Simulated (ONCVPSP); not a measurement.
## Rb (Z = 37), ONCV: configuration errors across variants

rubidium (Rb), optimised norm-conserving Vanderbilt (ONCV), made with ONCVPSP 4.0.1 (PBE, fully relativistic). Core [Ar] 3d10, reference 4s2 4p6 5s0.5 (charge +0.5). Waves: 4s+5s: rc 2.10 bohr, ncon 3, nbas 7, qcut 7.4 1/bohr, 2 projectors; 4p: rc 1.65 bohr, ncon 4, nbas 7, qcut 4.9 1/bohr, 2 projectors, debl 2.5 Ha; d scattering state at 0.21 Ha: rc 1.60 bohr, ncon 3, nbas 8, qcut 6.5 1/bohr, 2 projectors, debl 1.8 Ha. Local part: polynomial inside 1.00 bohr (lpopt 5, dvloc0 4 Ha). Core correction: none.

Open shells are filled in proportion to 2j + 1.

All-electron excitation energies from the reference (eV): (1) 4s2 4p6 5s1 -1.578; (2) 4s2 4p6 5s0 2.575; (3) 4s2 4p6 5s0 5p1 -0.059; (4) 4s2 4p6 4d0.5 5s0.5 -0.462.

2 further variants failed, have other tests or too few solved ones, and are left out.

Errors AE − PS in meV (a dash: test not solved or not reliable):

| change | (1) | (2) | (3) | (4) | bound ghosts | GHOST(+) flags above zero |
| --- | --- | --- | --- | --- | --- | --- |
| base | 0.0 | 0.0 | +0.1 | -0.6 | none | s |
| d: debl 3.1 | 0.0 | 0.0 | +0.1 | -0.6 | none | s |
| all radii scaled by about 1.27 (s 2.68, p 2.10, d 2.04 bohr); local potential polynomial inside 1.28 bohr (lpopt 5, dvloc0 4 Ha) | 0.0 | 0.0 | +0.1 | -0.7 | none | none |

Problem. Give the same row for: d: rc 1.36.

Solution. 0.0, 0.0, +0.1, -0.5; bound ghosts: none; GHOST(+) flags above zero: s, d5/2, d3/2.
